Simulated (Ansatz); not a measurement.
System: SnBr₂, net charge -1, doublet state. 
Structure (B3LYP-D3(BJ)/def2-TZVP (Ansatz, a quantum-chemistry and plane-wave program) minimum search):
```
Sn
Br 1 2.7054
Br 1 2.7054 2 100.45
```
Charge -1, spin multiplicity 2.

Basis-set convergence of Hartree-Fock and CCSD(T) correlation energies (hartree) with Ansatz. Cores are frozen in the correlated levels unless marked. UHF or UKS for open shells. Spin-orbit coupling is left out. The frozen core is the preceding noble-gas configuration, with the filled d and f shells of earlier blocks. Past Kr the def2 sets carry scalar-relativistic core potentials.

| basis | functions | E(HF) | E(corr, CCSD(T)) |
|---|---|---|---|
| def2-SVPD | 114 | -5357.73992 | -0.35559 |
| def2-TZVPPD | 170 | … | … |

Some entries are withheld; supply them.


- def2-TZVPPD, E(HF): -5358.36959
- def2-TZVPPD, E(corr, CCSD(T)): -0.45464
